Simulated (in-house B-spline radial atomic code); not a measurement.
A fraction x of an electron is removed from 2p in P, starting from [Ne] 3s2 3p3 and keeping the highest spin. All numbers are computed (scalar-relativistic (X2C) TPSS, spin-polarised, spherical fractional occupations; Fermi nucleus of rms radius 3.1889 fm) with a B-spline radial code for spherical atoms, not measured.

```csv
x,E(x) - E(0) (eV),2p down level (eV)
0,0.0000,-124.241
0.04,4.9923,-125.373
0.22,28.0230,-130.546
0.25,31.9525,-131.421
0.44,57.4543,-137.040
0.5,65.7307,-138.842
0.53,69.9095,-139.748
0.71,?,?
0.85,116.1958,-149.597
0.92,?,?
1,138.9890,-154.324
```

Task: What belongs in the row x = 0.71?

Result: An energy change of 95.5574 eV; 2p down at -145.247 eV.

Task: What belongs in the row x = 0.92?

Result: An energy change of 126.7444 eV; 2p down at -151.794 eV.

Task: Check Janak's theorem between x = 0.04 and 0.22.

Result: The slope of the energy is 127.95 eV; the orbital levels give 127.96 eV (-ε of the emptying orbital, averaged over the two points).
